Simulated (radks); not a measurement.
Numerical settings for the nickel ion Ni2+, [Ar] 3d8. All-electron calculation, scalar-relativistic Kohn-Sham, PBE, spin-polarised, spherical densities, point nucleus; open shells are filled with parallel spins first. Program: a radial shooting solver on a logarithmic mesh with Libxc functionals. The defaults (mesh step 0.008 in ln r, mesh end at 40 bohr or more with all orbitals vanishing there, Anderson mixing 0.5 over 9 steps, residual threshold near 1e-9 with the energy settled to 1e-9 hartree or 1e-11 of itself, here a cap of 60 iterations) give E = -1519.5947 hartree and 3d at -27.228 eV in 16 iterations. Run on one thread of a shared host, so times are rough (Arm Neoverse V2): 0.15 s of CPU time, 0.15 s wall, 16 iterations on 2476 mesh points. Changes against that run (0 stands for a change within the tolerance of the run):

| setting | iterations | converged | E (mhartree) | e(3d) (meV) | CPU (s) |
|---|---|---|---|---|---|
| mesh step in ln r 0.12 | 2 | no | diverged | - | 0.02 |
| mesh step in ln r 0.08 | 4 | no | diverged | - | 0.01 |
| mesh step in ln r 0.03 | 16 | yes | +0.000553 | 0 | 0.05 |
| mesh end (bohr) 8 | 16 | yes | +0.000608 | +0.0732 | 0.14 |
| mesh end (bohr) 2 | 14 | yes | +1.72e+03 | +1.97e+04 | 0.11 |
| residual threshold 1e-16 | 60 | no | 0 | 0 | 0.3 |
| residual threshold 0.1 | 10 | yes | -0.000105 | -2.22 | 0.1 |
| mixing 1 | 13 | yes | 0 | 0 | 0.12 |
| linear mixing, mixing 1 | 60 | no | +5.11e+04 | +2.09e+04 | 1.1 |
| linear mixing, mixing 0.2 | 60 | no | 0 | -0.017 | 0.46 |
| mixing history 2 | 23 | yes | 0 | 0 | 0.19 |
| iteration cap 3 | 3 | no | +87.6 | -1.95e+03 | 0.04 |

Settings that end as converged yet miss the energy by more than 1 mhartree: mesh end (bohr) 2 (+1.72 hartree). A mesh that ends early acts as a hard wall.
